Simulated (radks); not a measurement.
Initial-state core-level shifts of the thallium ion Tl+ when its valence configuration changes from [Hg]. All-electron calculation, Dirac Kohn-Sham, LDA (Slater exchange, Perdew-Wang correlation), spin-unpolarised, spherical densities, finite nucleus; open shells fill j = l - 1/2 first; Fermi nuclear charge, rms radius 5.4759 fm. Program: a radial shooting solver on a logarithmic mesh with Libxc functionals. Shifts are changes of the shell-averaged eigenvalues in eV (positive: less bound); the change of the density at the nucleus, which sets a Mossbauer isomer shift, is in e/bohr^3, on a base of 2.512e+06.

| valence | 1s | 2s | 3s | 5p | density at nucleus |
|---|---|---|---|---|---|
| [Xe] 4f14 5d10 6s1 6p1 | -1.406 | -1.383 | -1.396 | -1.385 | -204.0 |
| [Xe] 4f14 5d10 6p2 | -2.742 | -2.698 | -2.725 | -2.701 | -419.9 |
| [Xe] 4f14 5d9 6s2 6p1 | -5.228 | -5.427 | -5.377 | -4.816 | +76.4 |
| [Xe] 4f14 5d7 6s2 6p3 | -16.662 | -17.327 | -17.110 | -15.023 | +243.4 |
| [Xe] 4f12 5d10 6s2 6p2 | -38.396 | -41.558 | -46.001 | -16.600 | +584.7 |
| [Xe] 4f14 5d10 6s1.5 6p0.5 | -0.712 | -0.700 | -0.707 | -0.701 | -100.6 |
| [Xe] 4f13.5 5d10 6s2 6p0.5 | -9.292 | -10.038 | -11.120 | -4.089 | +138.5 |
| [Xe] 4f14 5d7 6s1.5 6p3.5 | -17.613 | -18.254 | -18.040 | -15.917 | +103.8 |
| [Xe] 4f14 5d9.5 6s2 6p0.5 | -2.605 | -2.700 | -2.678 | -2.413 | +37.0 |
